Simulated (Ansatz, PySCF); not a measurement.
F₆Te, SMILES F[Te](F)(F)(F)(F)F (connectivity only; charge and spin as stated), charge +1, multiplicity 2. Atoms are numbered in the order given.

```xyz
7

F      1.2073    -1.1929    -0.7091
Te    -0.1837     0.0330     0.1023
F      1.4679     0.8136    -0.7683
F     -1.3598    -1.2841     0.6906
F     -0.9699     0.0851    -1.5918
F      0.8175    -0.0506     1.6774
F     -0.9806     1.6382     0.6046
```
Charge +1, spin multiplicity 2.

Geometry optimised at B3LYP-D3(BJ)/def2-SVP. The multiplicity is an assumed one; no other spin state was optimised. The def2 effective core potentials stand for the cores of Te; spin–orbit coupling is left out.

Two levels are set side by side: PBE-D3(BJ)/def2-SVP (Ansatz, a quantum-chemistry and plane-wave program) and B3LYP-D3(BJ)/def2-SVP (Ansatz). Each level has its own optimised geometry; the coordinates shown are those of the second. Frequencies come from the Hessian of PySCF at each geometry. Differences are taken from unrounded values.

```csv
quantity,B3LYP-D3(BJ),PBE-D3(BJ),PBE-D3(BJ) minus B3LYP-D3(BJ)
mean bond length (Å),1.918,1.937,0.020
bond F1–Te2 (Å),2.024,2.043,0.019
bond Te2–F3 (Å),2.024,2.043,0.019
bond Te2–F4 (Å),1.861,1.882,0.021
bond Te2–F5 (Å),1.868,1.887,0.019
bond Te2–F6 (Å),1.868,1.887,0.019
bond Te2–F7 (Å),1.861,1.882,0.021
highest harmonic wavenumber (cm⁻¹),745,710,-35
mean harmonic wavenumber (cm⁻¹),385,369,-16
zero-point energy (kcal/mol),8.26,7.91,-0.35
```

Exact exchange shortens and stiffens bonds; PBE has none. Differences between two approximate levels are no errors against the true value.
